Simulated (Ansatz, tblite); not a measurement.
Isomers of Cu$_{3}$Te$_{6}$ (doublet), found by a short tight-binding search and relaxed with PBE-D4/def2-SVP in Ansatz.

In the def2 sets Te takes a core potential; there is no spin–orbit coupling. The xTB rows come from tblite.

Other spin states weren't relaxed.

A:

| atom | x (Å) | y (Å) | z (Å) |
| --- | --- | --- | --- |
| Cu1 | 1.007 | 0.563 | -0.424 |
| Cu2 | -0.782 | -1.224 | -0.067 |
| Cu3 | -1.411 | 1.010 | -0.960 |
| Te4 | 1.632 | -1.860 | 0.460 |
| Te5 | -1.886 | 0.660 | 1.475 |
| Te6 | 0.281 | 0.936 | -2.847 |
| Te7 | 0.720 | 1.688 | 1.964 |
| Te8 | -1.547 | -1.204 | -2.519 |
| Te9 | 1.986 | -0.567 | 2.918 |

B:

Cartesian coordinates in Å:
```
Cu -0.6740 1.0106 0.5243
Cu -2.2258 0.1790 2.0699
Cu -0.1810 -0.8870 1.9147
Te -0.0823 -2.6540 -1.4031
Te 1.8818 0.3842 0.7988
Te 0.3561 1.8948 -2.8287
Te 0.8827 2.9344 -0.2914
Te -1.2702 -0.1581 -1.8007
Te 1.3127 -2.7038 1.0161
```

Estimate their order by electronic energy at PBE0-D4/def2-SVP, counted from the lowest.

A (0.00) < B (3.18), in eV.

Do the other levels pick the same lowest one?

All that were run do. Energies above each level's lowest (eV):

```tsv
level	A	B
GFN1-xTB	0.00	1.61
GFN2-xTB	0.00	0.87
PBE-D4/def2-SVP	0.00	2.85
r2SCAN-D4/def2-SVP	0.00	3.21
PBE0-D4/def2-SVP	0.00	3.18
```
Point groups (tolerance 0.1 Å): A not assigned, B not assigned. Lower isomers may exist.
